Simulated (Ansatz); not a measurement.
```yaml
crystal:
  periodic: [false, false, false]
  atoms:
    - {symbol: C, position_ang: [-1.747881, 0.893679, 0.467034]}
    - {symbol: Ta, position_ang: [-0.192461, 0.145195, -0.273863]}
    - {symbol: C, position_ang: [1.475805, 0.612279, 1.256354]}
    - {symbol: C, position_ang: [-0.185628, -1.652211, -1.570656]}
    - {symbol: O, position_ang: [0.635244, 1.632414, -1.471722]}
    - {symbol: H, position_ang: [-2.044721, 0.123677, 0.726583]}
    - {symbol: H, position_ang: [-1.754034, 1.665480, 0.809956]}
    - {symbol: H, position_ang: [-2.562885, 1.590786, -0.442232]}
    - {symbol: H, position_ang: [1.744632, 1.506104, 1.429213]}
    - {symbol: H, position_ang: [1.043031, -0.119382, 2.215077]}
    - {symbol: H, position_ang: [2.619734, -0.193144, 1.014163]}
    - {symbol: H, position_ang: [-1.051227, -2.003437, -1.962501]}
    - {symbol: H, position_ang: [-0.052246, -2.337156, -0.170384]}
    - {symbol: H, position_ang: [0.769139, -1.923671, -1.969498]}
basis:
  gaussian: {orbitals: def2-mTZVP}
total_charge: -1
magnetization: {spin_polarized: true, initial_magnetization: 1}
hamiltonian: {xc: {name: HF}}
correlation: {active_space: {window: {electrons: 6, orbitals: 2}}}
output: {forces: true}
```

```sh
$ ansatz run in.yaml --threads 4 --pin off --events-out ev --progress --plain --max-ram 11315MiB
```

(1) How does Ansatz answer? (Estimate.)

Results:

(1) Computed: The input was rejected before any iteration.
```
Error: invalid value for `correlation.active_space`: it starts from restricted Hartree–Fock orbitals; set hamiltonian.xc: hf without magnetization.spin_polarized
```
